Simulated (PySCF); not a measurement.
**Worked example: oscillator strength and radiative lifetime**

Zn(SeH)(SiH3) (H4SeSiZn), SMILES [SiH3][Zn][SeH].

Geometry optimised at B3LYP-D3(BJ)/def2-SVP. The structure was generated by enumeration; whether it is a known compound was not checked. The values are those of a single conformer.

TDDFT-PBE/def2-SVPD run with PySCF puts the first singlet state with f over 0.02 at 4.44 eV (vertical), with the transition dipole (0.189, -0.008, -0.446) in atomic units.

Task: Find the oscillator strength, the wavelength and the radiative lifetime that this transition would have in vacuum if emission retraced absorption.

Result: 
|μ|² = 0.2347 au, so |μ| = 1.23 D. ΔE = 4.44/27.211 = 0.1632 hartree. f = (2/3) ΔE |μ|² = 0.026 (the program prints 0.026).
λ = 1239.84/4.44 = 279 nm; ν = 35811 cm⁻¹.
Einstein's coefficient A = 0.6670 ν² f s⁻¹ (ν in cm⁻¹) = 2.2e7 s⁻¹, so τ = 1/A = 46 ns. This state is S2; the lower singlet has f = 0.000. The figure is the radiative limit of this one transition; relaxation, internal conversion, crossing to triplets and a medium change what is measured.
